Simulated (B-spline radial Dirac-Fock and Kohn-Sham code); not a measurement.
## Auger decay of the 1s hole in Eu²⁺

System: europium as Eu²⁺, configuration 1s2 2s2 2p6 3s2 3p6 3d10 4s2 4p6 4d10 4f7 5s2 5p6, inside a Watson sphere of charge -2 and radius 1.6 Å (a model of the Madelung potential; inside it an electron's potential energy is raised by 18.0 eV).

The computed values come from a B-spline atomic structure program: independent-particle rates on relativistic LDA orbitals of the hole state (multipoles up to L = 3, Coulomb Auger matrix elements, transition energies from Dirac-Fock). Kinetic energies are configuration averages from the vacuum level; the two-hole energies are estimated from single-hole states. The rates lack the Breit term, which in heavy atoms raises K-L1L1 and K-L1L2.

```csv
transition,kinetic energy (eV),width (meV),share (%)
K-L1L1,32229.5,95.2,6.9
K-L1L2,32677.7,127,9.2
K-L1L3,33326.4,145,10.5
K-L2L3,33729.0,347,25.2
K-L3L3,34375.2,157,11.4
K-L1M1,38590.4,35.7,2.6
K-L1M3,38908.3,30.2,2.2
K-L2M3,39344.9,60.8,4.4
K-L3M2,39849.5,57.6,4.2
K-L3M3,39989.0,55.9,4.1
```

The listed channels hold 81 % of the non-radiative rate. Summed by principal shells, of 1.38 eV in all: KLL 64.4 %, KLM 25.5 %, KLN 5.6 %, KMM 2.4 %, KMN 1.0 %, KLO 0.8 %.
